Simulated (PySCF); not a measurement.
CBF₂NO, singlet, geometry from GFN2-xTB; B3LYP/aug-cc-pVDZ, polarisability (PySCF).

The PySCF input:
```python
from pyscf import gto, scf, dft
from pyscf.prop import polarizability

mol = gto.Mole()
mol.atom = '''
    B     0.497995   -0.392487    0.721870
    F     1.776533   -0.639011    0.862894
    F    -0.279599   -0.685537    1.740453
    N     0.004321    0.168513   -0.456687
    C    -0.761050    0.641157   -1.241672
    O    -1.428291    1.107105   -2.049078
'''
mol.basis = 'aug-cc-pvdz'
mol.charge = 0
mol.spin = 0
mol.verbose = 4
mol.build()

mf = dft.RKS(mol)
mf.xc = 'b3lyp'
mf.kernel()
alpha = mf.Polarizability().polarizability()[2, 2]
print('alpha_zz =', alpha)
```

It wrote (shortened):

```
site-packages/pyscf/prop/efg/rhf.py:45: UserWarning: Module EFG is under testing
  warnings.warn('Module EFG is under testing')
site-packages/pyscf/prop/efg/dhf.py:30: UserWarning: Module EFG is under testing
  warnings.warn('Module EFG is under testing')
site-packages/pyscf/prop/zfs/uhf.py:40: UserWarning: Module ZFS is under testing
  warnings.warn('Module ZFS is under testing')
site-packages/pyscf/prop/gtensor/uhf.py:43: UserWarning: Module g-tensor is under testing
  warnings.warn('Module g-tensor is under testing')
site-packages/pyscf/prop/gtensor/uks.py:41: UserWarning: Module g-tensor is under testing
  warnings.warn('Module g-tensor is under testing')
site-packages/pyscf/prop/hfc/uks.py:35: UserWarning: Module HFC is under testing
  warnings.warn('Module HFC is under testing')
site-packages/pyscf/prop/magnetizability/rhf.py:39: UserWarning: Module magnetizability is under testing
  warnings.warn('Module magnetizability is under testing')
site-packages/pyscf/prop/magnetizability/uhf.py:37: UserWarning: Module magnetizability is under testing
  warnings.warn('Module magnetizability is under testing')
site-packages/pyscf/prop/magnetizability/rks.py:37: UserWarning: Module magnetizability is under testing
  warnings.warn('Module magnetizability is under testing')
site-packages/pyscf/prop/magnetizability/uks.py:39: UserWarning: Module magnetizability is under testing
  warnings.warn('Module magnetizability is under testing')
site-packages/pyscf/prop/polarizability/uhf.py:34: UserWarning: Module polarizability is under testing
  warnings.warn('Module polarizability is under testing')
site-packages/pyscf/prop/polarizability/rks.py:29: UserWarning: Module polarizability is under testing
  warnings.warn('Module polarizability is under testing')
site-packages/pyscf/prop/polarizability/uks.py:29: UserWarning: Module polarizability is under testing
  warnings.warn('Module polarizability is under testing')
PySCF version 2.14.0

[INPUT] verbose = 4
[INPUT] num. atoms = 6
[INPUT] num. electrons = 44
[INPUT] charge = 0
[INPUT] spin (= nelec alpha-beta = 2S) = 0
[INPUT] symmetry False subgroup None
[INPUT] Mole.unit = angstrom
[INPUT] Symbol           X                Y                Z      unit          X                Y                Z       unit  Magmom
[INPUT]  1 B      0.497995000000  -0.392487000000   0.721870000000 AA    0.941074161403  -0.741692937452   1.364136597540 Bohr   0.0
[INPUT]  2 F      1.776533000000  -0.639011000000   0.862894000000 AA    3.357160821252  -1.207555780584   1.630633334530 Bohr   0.0
[INPUT]  3 F     -0.279599000000  -0.685537000000   1.740453000000 AA   -0.528365534702  -1.295477178256   3.288979502678 Bohr   0.0
[INPUT]  4 N      0.004321000000   0.168513000000  -0.456687000000 AA    0.008165506584   0.318443418429  -0.863013354649 Bohr   0.0
[INPUT]  5 C     -0.761050000000   0.641157000000  -1.241672000000 AA   -1.438176067100   1.211611132848  -2.346420016541 Bohr   0.0
[INPUT]  6 O     -1.428291000000   1.107105000000  -2.049078000000 AA   -2.699078816181   2.092125241137  -3.872196227872 Bohr   0.0

nuclear repulsion = 196.016602887017
number of shells = 48
number of NR pGTOs = 210
number of NR cGTOs = 138
basis = aug-cc-pvdz
ecp = {}

******** <class 'pyscf.dft.rks.RKS'> ********
method = RKS
initial guess = minao
damping factor = 0
level_shift factor = 0
DIIS = <class 'pyscf.scf.diis.CDIIS'>
diis_start_cycle = 1
diis_space = 8
diis_damp = 0
SCF conv_tol = 1e-09
SCF conv_tol_grad = None
SCF max_cycles = 50
direct_scf = True
direct_scf_tol = 1e-13
XC library pyscf.dft.libxc version 7.1.2
    S. Lehtola, C. Steigemann, M. J. T. Oliveira, and M. A. L. Marques,  SoftwareX 7, 1–5 (2018)
XC functionals = b3lyp
    P. J. Stephens, F. J. Devlin, C. F. Chabalowski, and M. J. Frisch,  J. Phys. Chem. 98, 11623 (1994)
radial grids:
    Treutler-Ahlrichs [JCP 102, 346 (1995); DOI:10.1063/1.469408] (M4) radial grids

becke partition: Becke, JCP 88, 2547 (1988); DOI:10.1063/1.454033
pruning grids: <function nwchem_prune>
grids dens level: 3
symmetrized grids: False
atomic radii adjust function: <function treutler_atomic_radii_adjust>
small_rho_cutoff = 0
Set gradient conv threshold to 3.16228e-05
Initial guess from minao.
tot grids = 84672
init E= -393.866081567957
  HOMO = -0.363258695323696  LUMO = -0.0598308625517134  gap/eV = 8.25669
cycle= 1 E= -392.680451386595  delta_E= 1.19  |g|= 0.915  |ddm|= 3.56
  HOMO = -0.284438509438778  LUMO = -0.0400542936765644  gap/eV = 6.65003
cycle= 2 E= -392.275064400604  delta_E= 0.405  |g|= 1.77  |ddm|= 1.69
  HOMO = -0.327947990703749  LUMO = -0.0395283852324573  gap/eV = 7.84830
cycle= 3 E= -392.801593671841  delta_E= -0.527  |g|= 0.373  |ddm|= 1.15
  HOMO = -0.344190760328131  LUMO = -0.0427097645284924  gap/eV = 8.20372
cycle= 4 E= -392.83003775878  delta_E= -0.0284  |g|= 0.0591  |ddm|= 0.277
  HOMO = -0.345447515032043  LUMO = -0.0431920311210368  gap/eV = 8.22479
cycle= 5 E= -392.830642177482  delta_E= -0.000604  |g|= 0.0247  |ddm|= 0.0589
  HOMO = -0.344565148106222  LUMO = -0.0425051703625021  gap/eV = 8.21947
cycle= 6 E= -392.830771090404  delta_E= -0.000129  |g|= 0.00572  |ddm|= 0.0204
  HOMO = -0.343933605677625  LUMO = -0.0422522142612198  gap/eV = 8.20917
cycle= 7 E= -392.830776558066  delta_E= -5.47e-06  |g|= 0.00201  |ddm|= 0.00431
  HOMO = -0.344137106019931  LUMO = -0.0422496784040503  gap/eV = 8.21478
cycle= 8 E= -392.830777429987  delta_E= -8.72e-07  |g|= 6.93e-05  |ddm|= 0.00168
  HOMO = -0.344146032773203  LUMO = -0.0422595005574555  gap/eV = 8.21475
cycle= 9 E= -392.830777430825  delta_E= -8.38e-10  |g|= 4.6e-05  |ddm|= 0.000121
  HOMO = -0.344145352339219  LUMO = -0.0422585788465693  gap/eV = 8.21476
cycle= 10 E= -392.830777431139  delta_E= -3.13e-10  |g|= 2.16e-05  |ddm|= 4.05e-05
  HOMO = -0.344145808354576  LUMO = -0.0422583417732998  gap/eV = 8.21478
Extra cycle  E= -392.830777430981  delta_E= 1.58e-10  |g|= 3.77e-05  |ddm|= 3.95e-05
converged SCF energy = -392.830777430981
Isotropic polarizability 35.1368282211
Polarizability anisotropy 11.3799160977
alpha_zz = 41.298177691236525
```
